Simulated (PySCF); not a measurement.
**Correlation energy of Hg (mercury, neutral)**

[Xe] 4f14 5d10 6s2, closed-shell 1S. Computed with PySCF 2.14 in aug-cc-pVDZ-PP with ECP60MDF (5s5p4d2f, 54 functions), with a scalar-relativistic core potential. Frozen: 5s2 5p6; 12 electrons correlated.

MP2 pair energies summed by pair of shells (mhartree):

```json
{"pair": "5d-5d", "energy": "-266.75", "share (%)": "69.8"}
{"pair": "5d-6s", "energy": "-96.57", "share (%)": "25.3"}
{"pair": "6s-6s", "energy": "-18.73", "share (%)": "4.9"}
```

Total MP2 correlation energy: -382.05 mhartree.

Same-spin part -130.95 and opposite-spin part -251.09 mhartree; SCS-MP2 scales them by 1/3 and 6/5 to -344.96 mhartree.
